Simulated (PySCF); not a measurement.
C₂H₁₀FNSi₂, SMILES [SiH2](C[SiH2]CN)F.

Coordinates come from a B3LYP-D3(BJ)/def2-SVP optimisation. This is a generated structure with no PubChem entry under its InChIKey; it may be hypothetical. Other conformers were not sampled.

Calculation: HF/def2-TZVP (PySCF).

The molecule is in vacuum.

```json
{
 "total_energy": "-813.50122 hartree",
 "highest_occupied_level": "-10.51 eV",
 "lowest_empty_level": "3.15 eV",
 "orbital_gap": "13.66 eV",
 "dipole_moment": "0.746 e·Å",
 "quadrupole, principal values (traceless, Buckingham form, about the centre of nuclear charge)": "-5.60, -0.03, 5.62 D·Å",
 "mean_static_polarisability": "77.4 bohr³ (11.46 Å³)",
 "polarisability_principal_values": "67.3, 71.4, 93.4 bohr³"
}
```
